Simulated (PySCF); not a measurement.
B (boron, neutral) across methods

[He] 2s1 2p1 3s1, high-spin 4P determinant (an excited configuration). Computed with PySCF 2.14 in dyall-acv3z (15s9p4d2f, 76 functions), with no relativity, point nucleus.

| method | E (hartree) | mean ε 2s α (eV) | mean ε 2p α (eV) | mean ε 3s α (eV) | Σ⟨r²⟩ (bohr²) | ⟨S²⟩ |
| --- | --- | --- | --- | --- | --- | --- |
| PBE0 | -24.2842 | -17.224 | -11.304 | -2.367 | 48.49 | 3.750 |
| wB97X-V | -24.3066 | -19.755 | -13.709 | -3.259 | 48.57 | 3.750 |
| LC-wPBE | -24.2868 | -20.427 | -14.375 | -3.427 | 49.13 | 3.750 |
| B97-3 | -24.3096 | -17.269 | -11.318 | -2.343 | 48.53 | 3.750 |
| UHF | -24.23867 | -21.881 | -15.592 | -3.167 | 48.98 | 3.750 |
| PBE | -24.2758 | -15.543 | -9.782 | -2.006 | 48.19 | 3.750 |
| LDA | -24.0165 | -15.428 | -9.607 | -1.995 | 47.52 | 3.750 |
| PBEsol | -24.1431 | -15.469 | -9.634 | -1.984 | 48.42 | 3.750 |

Task: Estimate the same row for r2SCAN.

Result: E (hartree) = -24.3057; mean ε 2s α (eV) = -16.005; mean ε 2p α (eV) = -10.205; mean ε 3s α (eV) = -1.970; Σ⟨r²⟩ (bohr²) = 48.41; ⟨S²⟩ = 3.750.

The outer electron is Rydberg-like, and this basis confines it to a smaller radius and binds it less than a complete one would.
